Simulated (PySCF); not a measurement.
Compound: CH5GeNOS.
Numbering: `[NH2:1][C:2](=[O:3])[GeH2:4][SH:5]` (hydrogens: H6, H7 on N1; H8, H9 on Ge4; H10 on S5)

Vertical excitations from PySCF (density fitting, frozen core in the response, grid level 2 and gas phase unless stated; continuum runs use non-equilibrium linear response for the excitations) on a GFN2-xTB geometry. Reference run:

```json
{"settings": "PBE0/def2-SVPD, full TDDFT, 6 singlets", "S1, eV (f)": "4.70 (0.013)", "S2, eV (f)": "5.55 (0.020)", "S3, eV (f)": "5.88 (0.008)", "S4, eV (f)": "6.28 (0.021)", "S5, eV (f)": "6.40 (0.014)", "S6, eV (f)": "6.70 (0.111)", "T1, eV (Tamm–Dancoff)": "4.12", "mean α (au)": "78.0"}
```

Problem. What do these settings give: wB97X/def2-SVP, level shift 0.3 Eh, start guess atom, full TDDFT, 3 singlets?

Solution. 
```json
{"settings": "wB97X/def2-SVP, level shift 0.3 Eh, start guess atom, full TDDFT, 3 singlets", "S1, eV (f)": "4.97 (0.010)", "S2, eV (f)": "6.28 (0.018)", "S3, eV (f)": "6.86 (0.002)", "S4, eV (f)": "–", "S5, eV (f)": "–", "S6, eV (f)": "–", "T1, eV (Tamm–Dancoff)": "4.40", "mean α (au)": "60.5"}
```

S1 moves by +0.27 eV; functional and basis change together, so the shift can't be laid on one. States are counted by energy in each run and needn't keep their character from row to row.

Problem. Give the leading configurations of S1 (H = HOMO, L = LUMO) and the HOMO–LUMO gap of each run.

Solution. 
```json
{"settings": "PBE0/def2-SVPD, full TDDFT, 6 singlets", "S1 configurations (weight)": "H→L 0.88", "S1 (eV)": "4.70", "orbital gap (eV)": "6.29", "S1 − gap (eV)": "-1.59"}
{"settings": "wB97X/def2-SVP, level shift 0.3 Eh, start guess atom, full TDDFT, 3 singlets", "S1 configurations (weight)": "H→L 0.74, H−1→L 0.08", "S1 (eV)": "4.97", "orbital gap (eV)": "10.94", "S1 − gap (eV)": "-5.97"}
```

 The PBE0/def2-SVPD calculation is non-relativistic and has no spin–orbit coupling, an omission that weighs most on germanium.

Shape of the structure used: `[NH2:1][C:2](=[O:3])[GeH2:4][SH:5]`: N1–C2–Ge4–S5 -82°, H–N1–C2–O3 -1°, H–N1–C2–O3 -178°, H–S5–Ge4–C2 -51°.

One conformer stands for the species.
